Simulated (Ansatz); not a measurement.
## Molecular dynamics, step by step

AlHI (SMILES [AlH][I]), doublet, CAM-B3LYP-D4/def2-SVP (Ansatz 0.2.0). Settings (timestep in fs, temperature in K; T counts 3 degrees of freedom):

```yaml
hamiltonian: {xc: {name: CAM-B3LYP}, dispersion: d4}
md: {n_steps: 80, timestep: 0.5, temperature: 1500, ensemble: nve, seed: 667, initial_velocities: maxwell_boltzmann}
```

Start (the SMILES describes the start alone):

```
atom    x (Å)    y (Å)    z (Å)
 Al1  -0.4144  -0.5314  -0.2812
  I2   1.7726  -0.1345   0.9559
  H3  -1.3582   0.6659  -0.6747
```

| step | time (fs) | potential energy less the start (meV) | kinetic energy (meV) | T (K) |
| --- | --- | --- | --- | --- |
| 0 | 0.00 | 0.0 | 193.9 | 1500 |
| 5 | 2.50 | 95.1 | 99.8 | 772 |
| 10 | 5.00 | 60.4 | 134.1 | 1037 |
| 15 | 7.50 | -22.2 | 216.2 | 1672 |
| 20 | 10.00 | 58.2 | 136.4 | 1055 |
| 25 | 12.50 | 132.2 | 62.6 | 484 |
| 30 | 15.00 | 95.8 | 98.9 | 765 |
| 35 | 17.50 | 21.0 | 173.1 | 1339 |
| 40 | 20.00 | 92.9 | 101.4 | 785 |
| 45 | 22.50 | 170.5 | 24.5 | 190 |
| 50 | 25.00 | 57.4 | 136.5 | 1056 |
| 55 | 27.50 | 74.0 | 120.3 | 931 |
| 60 | 30.00 | 164.6 | 30.2 | 234 |
| 65 | 32.50 | 160.4 | 34.4 | 266 |
| 70 | 35.00 | 60.6 | 133.7 | 1034 |
| 75 | 37.50 | 33.5 | 160.3 | 1240 |
| 80 | 40.00 | 140.9 | 54.2 | 419 |

Step 25, positions (Å) and forces (eV/Å):

```csv
atom,x,y,z,Fx,Fy,Fz
Al1,-0.360,-0.540,-0.252,-0.842,1.369,-0.320
I2,1.760,-0.135,0.949,0.275,-0.057,0.145
H3,-1.199,0.989,-0.554,0.567,-1.312,0.176
```

Step 50, positions (Å) and forces (eV/Å):

```csv
atom,x,y,z,Fx,Fy,Fz
Al1,-0.321,-0.528,-0.230,-0.399,-0.494,-0.269
I2,1.750,-0.136,0.943,0.907,0.003,0.497
H3,-1.019,0.833,-0.472,-0.509,0.491,-0.228
```

Step 60, positions (Å) and forces (eV/Å):

| atom | x | y | z | Fx | Fy | Fz |
| --- | --- | --- | --- | --- | --- | --- |
| Al1 | -0.310 | -0.531 | -0.224 | -1.575 | 1.173 | -0.741 |
| I2 | 1.749 | -0.137 | 0.943 | 1.026 | 0.083 | 0.570 |
| H3 | -1.157 | 0.980 | -0.532 | 0.549 | -1.256 | 0.172 |

Last step (80):

Al1  (-0.325, -0.516, -0.231)
I2  (1.752, -0.138, 0.944)
H3  (-1.163, 0.639, -0.571)
(Å)

The run took about 91 s on 2 CPU threads of an Arm Neoverse V2 (shared host).
